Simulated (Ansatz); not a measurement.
Ansatz (a program for electronic structure) input file for Al(Me)(OMe)(NH2) (C2H8AlNO), SMILES C[O][Al]([CH3])[NH2], PBE-D3(BJ)/def2-SVP. 

Ansatz 0.2 input:
```yaml
crystal:
  periodic: [false, false, false]
  atoms:
    - {symbol: Al, position_ang: [0.06116649, 0.27519700, 0.42221812]}
    - {symbol: C, position_ang: [1.43709887, -0.42108073, 1.68407564]}
    - {symbol: H, position_ang: [1.37750010, -1.50525329, 1.79455352]}
    - {symbol: H, position_ang: [1.32796052, 0.02618137, 2.67136845]}
    - {symbol: H, position_ang: [2.44708500, -0.19543727, 1.33780930]}
    - {symbol: O, position_ang: [-0.22004399, -0.56397263, -0.97456981]}
    - {symbol: C, position_ang: [-0.47434610, -1.24848177, -2.16130577]}
    - {symbol: H, position_ang: [-0.37785445, -0.57312194, -3.01595936]}
    - {symbol: H, position_ang: [0.23568144, -2.07158711, -2.28212095]}
    - {symbol: H, position_ang: [-1.48828451, -1.65786323, -2.15107740]}
    - {symbol: N, position_ang: [-0.85996162, 1.77022280, 0.73638566]}
    - {symbol: H, position_ang: [-0.76941043, 2.36056739, 1.54969005]}
    - {symbol: H, position_ang: [-1.54427528, 2.17654961, 0.11214035]}
basis:
  gaussian:
    orbitals: def2-SVP
hamiltonian:
  xc: pbe
  dispersion: d3bj
relax: {f_tol: 0.002, max_steps: 200}
```

Log of the run:

```
WARN ansatz: RAYON_NUM_THREADS=1 ignored (pool sized by the plan → 1); use --threads N
Functional definition: PBE
integrals: 0.06 GiB planned
1288 factors; their error is unknown
mean field: 0.31 GiB planned
mean field evaluation 1: about -12301.5974 eV, gradient 1.0e2 eV
mean field evaluation 2: about -12252.1997 eV, gradient 1.7e2 eV
mean field evaluation 4: about -12322.7957 eV, gradient 1.5e1 eV
mean field evaluation 8: about -12323.3373 eV, gradient 2.9e-1 eV
mean field evaluation 16: about -12323.2785 eV, gradient 2.5e-3 eV
mean field -12323.27850408 eV, -452.8721320068 hartree, gradient 2.7e-5 eV, S^2 0.000000; 0 other end points of the search recorded, 0 dependent functions left out
the calculation of the forces begins
reference -12323.27854568 eV, -452.8721335357 hartree; 24, 24 occupied and 90, 90 virtual orbitals, 1288 factors
relax step   1: F+E_penalty+E_count = -12323.48520308 eV  Δ(F+E_penalty+E_count) = +0.000e0 eV  max|allowed force component| = 1.142e0 eV/Å  Δτ_max = 0.0000 Å  (29 SCF iters, accepted)
these checks for a lower state are left out or cut short: starts, cluster_reference, orbital_swaps, neighbouring_geometries, increment
integrals: 0.06 GiB planned
1288 factors; their error is unknown
mean field: 0.31 GiB planned
mean field -12323.35588990 eV, -452.8749758832 hartree, gradient 2.6e-5 eV, S^2 0.000000; 0 other end points of the search recorded, 0 dependent functions left out
the calculation of the forces begins
reference -12323.35593145 eV, -452.8749774102 hartree; 24, 24 occupied and 90, 90 virtual orbitals, 1288 factors
relax step   2: F+E_penalty+E_count = -12323.56217436 eV  Δ(F+E_penalty+E_count) = -7.697e-2 eV  max|allowed force component| = 7.621e-1 eV/Å  Δτ_max = 0.0479 Å  (30 SCF iters, accepted)
these checks for a lower state are left out or cut short: starts, cluster_reference, orbital_swaps, neighbouring_geometries, increment
integrals: 0.05 GiB planned
1288 factors; their error is unknown
mean field: 0.31 GiB planned
mean field evaluation 32: about -12323.3732 eV, gradient 7.9e-4 eV
mean field -12323.37317715 eV, -452.8756111777 hartree, gradient 2.6e-5 eV, S^2 0.000000; 0 other end points of the search recorded, 0 dependent functions left out
the calculation of the forces begins
reference -12323.37321866 eV, -452.8756127033 hartree; 24, 24 occupied and 90, 90 virtual orbitals, 1288 factors
relax step   3: F+E_penalty+E_count = -12323.57899586 eV  Δ(F+E_penalty+E_count) = -1.682e-2 eV  max|allowed force component| = 1.866e-1 eV/Å  Δτ_max = 0.0420 Å  (29 SCF iters, accepted)
these checks for a lower state are left out or cut short: starts, cluster_reference, orbital_swaps, neighbouring_geometries, increment
integrals: 0.05 GiB planned
1288 factors; their error is unknown
mean field: 0.31 GiB planned
mean field -12323.37424340 eV, -452.8756503619 hartree, gradient 2.6e-5 eV, S^2 0.000000; 0 other end points of the search recorded, 0 dependent functions left out
the calculation of the forces begins
reference -12323.37428490 eV, -452.8756518871 hartree; 24, 24 occupied and 90, 90 virtual orbitals, 1288 factors
relax step   4: F+E_penalty+E_count = -12323.58002549 eV  Δ(F+E_penalty+E_count) = -1.030e-3 eV  max|allowed force component| = 2.510e-2 eV/Å  Δτ_max = 0.0212 Å  (30 SCF iters, accepted)
these checks for a lower state are left out or cut short: starts, cluster_reference, orbital_swaps, neighbouring_geometries, increment
integrals: 0.05 GiB planned
1288 factors; their error is unknown
mean field: 0.31 GiB planned
mean field -12323.37470017 eV, -452.8756671479 hartree, gradient 2.6e-5 eV, S^2 0.000000; 0 other end points of the search recorded, 0 dependent functions left out
the calculation of the forces begins
reference -12323.37474172 eV, -452.8756686749 hartree; 24, 24 occupied and 90, 90 virtual orbitals, 1288 factors
relax step   5: F+E_penalty+E_count = -12323.58049280 eV  Δ(F+E_penalty+E_count) = -4.673e-4 eV  max|allowed force component| = 3.363e-2 eV/Å  Δτ_max = 0.0239 Å  (28 SCF iters, accepted)
these checks for a lower state are left out or cut short: starts, cluster_reference, orbital_swaps, neighbouring_geometries, increment
integrals: 0.06 GiB planned
1288 factors; their error is unknown
mean field: 0.31 GiB planned
mean field -12323.37540543 eV, -452.8756930656 hartree, gradient 8.7e-6 eV, S^2 0.000000; 0 other end points of the search recorded, 0 dependent functions left out
the calculation of the forces begins
reference -12323.37544714 eV, -452.8756945985 hartree; 24, 24 occupied and 90, 90 virtual orbitals, 1288 factors
[...]
these checks for a lower state are left out or cut short: starts, cluster_reference, orbital_swaps, neighbouring_geometries, increment
integrals: 0.06 GiB planned
1288 factors; their error is unknown
mean field: 0.31 GiB planned
mean field -12323.42517968 eV, -452.8775222356 hartree, gradient 9.4e-6 eV, S^2 0.000000; 0 other end points of the search recorded, 0 dependent functions left out
the calculation of the forces begins
reference -12323.42522118 eV, -452.8775237607 hartree; 24, 24 occupied and 90, 90 virtual orbitals, 1288 factors
relax step  52: F+E_penalty+E_count = -12323.63863981 eV  Δ(F+E_penalty+E_count) = +1.647e-4 eV  max|allowed force component| = 5.999e-2 eV/Å  Δτ_max = 0.0748 Å  (29 SCF iters, rejected (line search))
these checks for a lower state are left out or cut short: starts, cluster_reference, orbital_swaps, neighbouring_geometries, increment
integrals: 0.06 GiB planned
1288 factors; their error is unknown
mean field: 0.31 GiB planned
mean field -12323.42538812 eV, -452.8775298959 hartree, gradient 9.6e-6 eV, S^2 0.000000; 0 other end points of the search recorded, 0 dependent functions left out
the calculation of the forces begins
reference -12323.42542969 eV, -452.8775314232 hartree; 24, 24 occupied and 90, 90 virtual orbitals, 1288 factors
relax step  53: F+E_penalty+E_count = -12323.63884414 eV  Δ(F+E_penalty+E_count) = -3.959e-5 eV  max|allowed force component| = 2.932e-3 eV/Å  Δτ_max = 0.0231 Å  (31 SCF iters, accepted)
these checks for a lower state are left out or cut short: starts, cluster_reference, orbital_swaps, neighbouring_geometries, increment
integrals: 0.06 GiB planned
1288 factors; their error is unknown
mean field: 0.31 GiB planned
mean field evaluation 384: about -12323.4252 eV, gradient 9.4e-6 eV
mean field -12323.42522822 eV, -452.8775240195 hartree, gradient 9.4e-6 eV, S^2 0.000000; 0 other end points of the search recorded, 0 dependent functions left out
the calculation of the forces begins
reference -12323.42526970 eV, -452.8775255439 hartree; 24, 24 occupied and 90, 90 virtual orbitals, 1288 factors
relax step  54: F+E_penalty+E_count = -12323.63867148 eV  Δ(F+E_penalty+E_count) = +1.727e-4 eV  max|allowed force component| = 5.790e-2 eV/Å  Δτ_max = 0.0739 Å  (30 SCF iters, rejected (line search))
these checks for a lower state are left out or cut short: starts, cluster_reference, orbital_swaps, neighbouring_geometries, increment
integrals: 0.06 GiB planned
1288 factors; their error is unknown
mean field: 0.31 GiB planned
mean field -12323.42541396 eV, -452.8775308451 hartree, gradient 9.6e-6 eV, S^2 0.000000; 0 other end points of the search recorded, 0 dependent functions left out
the calculation of the forces begins
reference -12323.42545550 eV, -452.8775323717 hartree; 24, 24 occupied and 90, 90 virtual orbitals, 1288 factors
relax step  55: F+E_penalty+E_count = -12323.63886898 eV  Δ(F+E_penalty+E_count) = -2.484e-5 eV  max|allowed force component| = 1.795e-3 eV/Å  Δτ_max = 0.0177 Å  (31 SCF iters, accepted)
these checks for a lower state are left out or cut short: starts, cluster_reference, orbital_swaps, neighbouring_geometries, increment
integrals: 0.06 GiB planned
1288 factors; their error is unknown
mean field: 0.31 GiB planned
mean field -12323.42542919 eV, -452.8775314050 hartree, gradient 9.8e-6 eV, S^2 0.000000; 0 other end points of the search recorded, 0 dependent functions left out
the calculation of the forces begins
reference -12323.42547070 eV, -452.8775329303 hartree; 24, 24 occupied and 90, 90 virtual orbitals, 1288 factors
relax step  56: F+E_penalty+E_count = -12323.63887765 eV  Δ(F+E_penalty+E_count) = -8.672e-6 eV  max|allowed force component| = 1.889e-2 eV/Å  Δτ_max = 0.0373 Å  (30 SCF iters, accepted)
these checks for a lower state are left out or cut short: starts, cluster_reference, orbital_swaps, neighbouring_geometries, increment
integrals: 0.06 GiB planned
1288 factors; their error is unknown
mean field: 0.31 GiB planned
mean field -12323.42543960 eV, -452.8775317875 hartree, gradient 1.9e-5 eV, S^2 0.000000; 0 other end points of the search recorded, 0 dependent functions left out
the calculation of the forces begins
reference -12323.42548110 eV, -452.8775333128 hartree; 24, 24 occupied and 90, 90 virtual orbitals, 1288 factors
relax step  57: F+E_penalty+E_count = -12323.63889022 eV  Δ(F+E_penalty+E_count) = -1.257e-5 eV  max|allowed force component| = 7.161e-3 eV/Å  Δτ_max = 0.0073 Å  (23 SCF iters, accepted)
these checks for a lower state are left out or cut short: starts, cluster_reference, orbital_swaps, neighbouring_geometries, increment
integrals: 0.06 GiB planned
1288 factors; their error is unknown
mean field: 0.31 GiB planned
mean field -12323.42544461 eV, -452.8775319717 hartree, gradient 8.7e-6 eV, S^2 0.000000; 0 other end points of the search recorded, 0 dependent functions left out
the calculation of the forces begins
reference -12323.42548613 eV, -452.8775334973 hartree; 24, 24 occupied and 90, 90 virtual orbitals, 1288 factors
relax step  58: F+E_penalty+E_count = -12323.63889571 eV  Δ(F+E_penalty+E_count) = -5.489e-6 eV  max|allowed force component| = 2.078e-3 eV/Å  Δτ_max = 0.0018 Å  (24 SCF iters, accepted)
these checks for a lower state are left out or cut short: starts, cluster_reference, orbital_swaps, neighbouring_geometries, increment
integrals: 0.06 GiB planned
1288 factors; their error is unknown
mean field: 0.31 GiB planned
mean field -12323.42544470 eV, -452.8775319750 hartree, gradient 8.2e-6 eV, S^2 0.000000; 0 other end points of the search recorded, 0 dependent functions left out
the calculation of the forces begins
reference -12323.42548622 eV, -452.8775335006 hartree; 24, 24 occupied and 90, 90 virtual orbitals, 1288 factors
relax step  59: F+E_penalty+E_count = -12323.63889579 eV  Δ(F+E_penalty+E_count) = -7.994e-8 eV  max|allowed force component| = 1.995e-3 eV/Å  Δτ_max = 0.0001 Å  (19 SCF iters, accepted)
integrals: 0.06 GiB planned
1288 factors; their error is unknown
mean field: 0.31 GiB planned
mean field evaluation 416: about -12323.4254 eV, gradient 2.9e-5 eV
mean field -12323.42544470 eV, -452.8775319750 hartree, gradient 2.9e-5 eV, S^2 0.000000; 1 other end points of the search recorded, 0 dependent functions left out
the calculation of the forces begins
reference -12323.42548622 eV, -452.8775335006 hartree; 24, 24 occupied and 90, 90 virtual orbitals, 1288 factors
Total energy: -12323.63893730 eV, -452.8853776833 hartree
Atom 0 at     0.242123     0.077744     0.424856 Å, force    -0.001894    -0.001014     0.001448 eV/Å
Atom 1 at     1.453563    -0.384463     1.884925 Å, force     0.000480     0.000202    -0.000225 eV/Å
Atom 2 at     1.159544    -1.348554     2.349898 Å, force    -0.000242     0.000174    -0.000449 eV/Å
Atom 3 at     1.474845     0.384573     2.683606 Å, force     0.000241     0.000111    -0.000132 eV/Å
Atom 4 at     2.490387    -0.513319     1.510077 Å, force     0.000159    -0.000017     0.000430 eV/Å
Atom 5 at     0.102243    -1.028501    -0.885168 Å, force     0.000233     0.000203     0.000118 eV/Å
Atom 6 at    -0.598049    -1.116056    -2.089027 Å, force    -0.000173     0.000167    -0.001995 eV/Å
Atom 7 at    -1.229037    -0.219742    -2.309282 Å, force     0.000368    -0.001138     0.000379 eV/Å
Atom 8 at     0.100517    -1.239766    -2.949679 Å, force    -0.001021     0.000212     0.000525 eV/Å
Atom 9 at    -1.277851    -2.000503    -2.095391 Å, force     0.001069     0.000781     0.000329 eV/Å
Atom 10 at    -0.714266     1.586503     0.399813 Å, force     0.000961    -0.000224    -0.000195 eV/Å
Atom 11 at    -0.688350     2.297943     1.133298 Å, force     0.000194     0.000213     0.000029 eV/Å
Atom 12 at    -1.363353     1.876061    -0.334716 Å, force    -0.000374     0.000331    -0.000263 eV/Å
Dipole moment:    -0.178215     0.291750     0.003413 e Å
```

The calculation finished and met its thresholds.

Cost: about 2.2 core-minutes (a rough figure).
